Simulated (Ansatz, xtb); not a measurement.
**C5H5BOS: which of two isomers lies lower**

Structure I: `Bc1sccc1C=O`, a singlet. Structure II: `Bc1cc(C=O)cs1`, a singlet. Both are isolated molecules in the gas phase, relaxed with PBE-D3(BJ)/def2-SVP; the shapes shown needn't be the lowest conformers.

I (Å):

```xyz
13

C     0.2095   -0.3111   -0.1730
C    -0.1245    0.8781   -2.3672
C     0.2265   -0.4514   -2.5461
C     0.4169   -1.1291   -1.3102
C     0.7970   -2.5613   -1.2507
B     0.3015   -0.6111    1.3216
O     0.9694   -3.2486   -2.2456
S    -0.2220    1.2986   -0.7017
H     0.6001   -1.7228    1.7097
H     0.0747    0.2674    2.1307
H    -0.3298    1.6273   -3.1435
H     0.3496   -0.9465   -3.5187
H     0.9187   -2.9823   -0.2135
```

II (Å):

```xyz
13

C    -0.6169    1.7941   -0.1098
C     0.4964    1.3535   -0.8310
C     0.7969   -0.0265   -0.6518
C     1.9223   -0.7272   -1.3066
C    -0.1048   -0.6466    0.2228
B    -1.2453    3.1829   -0.0415
O     2.7098   -0.1921   -2.0684
S    -1.2858    0.4402    0.8040
H    -2.2252    3.3940    0.6465
H    -0.7457    4.0809   -0.6910
H     1.0917    2.0098   -1.4812
H     2.0055   -1.8255   -1.0459
H    -0.0997   -1.7012    0.5322
```

Estimate which is lower in electronic energy at CCSD(T)/def2-SVP + ΔMP2/def2-TZVPP, and by roughly how much.

Too close to call at this level: CCSD(T)/def2-SVP + ΔMP2/def2-TZVPP gives E(II) − E(I) = −1.31 kJ/mol.

The same difference at several levels:

```json
{"level": "GFN2-xTB", "geometry": "GFN2-xTB", "E(II) − E(I) (kJ/mol)": "−2.15", "departure from the last row (kJ/mol)": "−0.84", "job, with rough time for the two": "optimisation, 0.53 s"}
{"level": "HF/STO-3G", "geometry": "GFN2-xTB", "E(II) − E(I) (kJ/mol)": "−5.50", "departure from the last row (kJ/mol)": "−4.19", "job, with rough time for the two": "single point, 1.8 s"}
{"level": "r2SCAN-D4/def2-SVP", "geometry": "GFN2-xTB", "E(II) − E(I) (kJ/mol)": "−1.41", "departure from the last row (kJ/mol)": "−0.10", "job, with rough time for the two": "single point, 13 s"}
{"level": "PBE-D3(BJ)/def2-SVP", "geometry": "PBE-D3(BJ)/def2-SVP", "E(II) − E(I) (kJ/mol)": "−0.80", "departure from the last row (kJ/mol)": "+0.51", "job, with rough time for the two": "optimisation, 62 s"}
{"level": "HF/def2-SVP", "geometry": "PBE-D3(BJ)/def2-SVP", "E(II) − E(I) (kJ/mol)": "−9.44", "departure from the last row (kJ/mol)": "−8.13", "job, with rough time for the two": "part of the CCSD(T) run"}
{"level": "MP2/def2-SVP", "geometry": "PBE-D3(BJ)/def2-SVP", "E(II) − E(I) (kJ/mol)": "+0.90", "departure from the last row (kJ/mol)": "+2.22", "job, with rough time for the two": "part of the CCSD(T) run"}
{"level": "CCSD(T)/def2-SVP", "geometry": "PBE-D3(BJ)/def2-SVP", "E(II) − E(I) (kJ/mol)": "−2.13", "departure from the last row (kJ/mol)": "−0.81", "job, with rough time for the two": "single point"}
{"level": "CCSD(T)/def2-SVP + ΔMP2/def2-TZVPP", "geometry": "PBE-D3(BJ)/def2-SVP", "E(II) − E(I) (kJ/mol)": "−1.31", "departure from the last row (kJ/mol)": "", "job, with rough time for the two": "single point, 4.8 min"}
```

As drawn, both hold the same kinds of bond in the same numbers.

The largest departure from CCSD(T)/def2-SVP + ΔMP2/def2-TZVPP is that of HF/def2-SVP, 8.13 kJ/mol. The last row adds to CCSD(T) the change of the MP2 difference between the two basis sets, here +0.81 kJ/mol.

With thermal terms from frequencies at re-optimised GFN2-xTB minima (ideal gas, soft modes damped towards free rotors, one conformer each, 298.15 K, 1 atm): on the last row, ΔE + ΔZPE = −1.64, ΔH = −1.69, ΔG = −1.59 kJ/mol.

The correlated steps freeze 12 core orbitals. Programs: Ansatz 0.2.0, xtb 6.7.1; the last row on 2 threads of AMD EPYC (Zen 3) on a shared host.
